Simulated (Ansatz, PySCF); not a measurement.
Gas-phase reaction in SMILES: FCBr [bromo(fluoro)methane] → F[CH]Br + H atom (the C-H bond at the site shown breaks; other sites are not compared here)
Geometries: B3LYP-D3(BJ)/def2-TZVP minima from Ansatz (an electronic-structure program).

Property: bond dissociation energy (enthalpy at 298 K, with B3LYP-D3(BJ) rigid-rotor harmonic-oscillator terms from PySCF), in kcal/mol. Cores are frozen in the correlated levels unless marked. Open shells are spin-unrestricted. No spin-orbit coupling. Frozen are the shells of the preceding noble gas and the d and f shells that filled before the atom's block. No relativistic terms. Basis-set limits of correlation are two-point, X^-3; Hartree-Fock from the larger set. [CCSD(T)-MP2]/basis is that difference in the basis named.

RI-MP2/CBS(aug-cc-pVTZ,aug-cc-pVQZ)+[CCSD(T)-MP2]/aug-cc-pVTZ (Ansatz) gives 100.2 kcal/mol.

### Question
Another calculation gave 96.4 kcal/mol. Which level was it?
(A) SVWN5/def2-TZVPD (Ansatz)
(B) B3LYP/def2-TZVPD (Ansatz)
(C) HF/def2-TZVPD (PySCF)
(D) PBE/def2-TZVPD (Ansatz)

### Answer
B, B3LYP/def2-TZVPD (Ansatz). The others give 104.0 (SVWN5), 75.5 (HF), 93.7 (PBE) kcal/mol.
